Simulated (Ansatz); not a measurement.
Basis-set series for C3H6Si, SMILES `C1=C[SiH2]C1`. Charge 0, multiplicity 1. The structure was optimised at the PBE0-D4/def2-TZVP level.

| functional | basis | functions | energy (Eh) | HOMO (eV) | LUMO (eV) |
| --- | --- | --- | --- | --- | --- |
| PBE0-D4 | def2-SVP | 90 | -406.93422 | -7.67 | 0.00 |
| PBE0-D4 | def2-QZVPP | 421 | -407.18046 | -7.70 | -0.20 |
| ωB97M-V | def2-SVP | 90 | -407.10637 | -9.86 | 2.23 |
| ωB97M-V | def2-QZVPP | 421 | -407.35909 | -9.91 | 1.48 |

Q: Give the rows for def2-TZVPP. (Best estimate.)

A: Ansatz gave: 
| functional | basis | functions | energy (Eh) | HOMO (eV) | LUMO (eV) |
| --- | --- | --- | --- | --- | --- |
| PBE0-D4 | def2-TZVPP | 219 | -407.16409 | -7.69 | -0.15 |
| ωB97M-V | def2-TZVPP | 219 | -407.34386 | -9.90 | 1.97 |

Positive LUMOs are unbound and depend on the basis.
